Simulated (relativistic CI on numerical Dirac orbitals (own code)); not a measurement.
## From line strength to rate: Sr⁺ 4305.45 Å (air)

Problem. For 5p 2P°_3/2 – 6s 2S_1/2 of Sr⁺ a semi-empirical relativistic CI calculation gives the line strength S = 11.46 e²a₀² in the length gauge. The measured levels are 24516.65 and 47736.53 cm⁻¹ (NIST Handbook). Find gf, f, A and the partial lifetime.

Working.
1. σ = 47736.53 − 24516.65 = 23219.88 cm⁻¹, so the vacuum wavelength is 10⁸/σ = 4306.65 Å.
2. gf = 303.756 S/λ(Å) = 0.8085, log gf = -0.092; with g = 4 for the lower level, f = 0.202.
3. A = 2.02613 × 10¹⁸ S/(g_u λ³) with g_u = 2: A = 1.45 × 10^8 s⁻¹.
4. The partial lifetime for this S is 1/A = 6.88 ns; in the calculation this line carries 67 % of the decay of the upper level.

Check. The Handbook lists A = 1.40 × 10^8 s⁻¹, a tabulated value with its own uncertainty (a few per cent for the best lines, 25 % or more for others); ours lies 4 % above it. The velocity form of the same calculation gives S = 11.9, and the gap between the two forms is a rough gauge of the error in S. With the computed energy (22880 cm⁻¹) in place of the measured one the rate would change by the factor (σ_calc/σ)³ = 0.96.
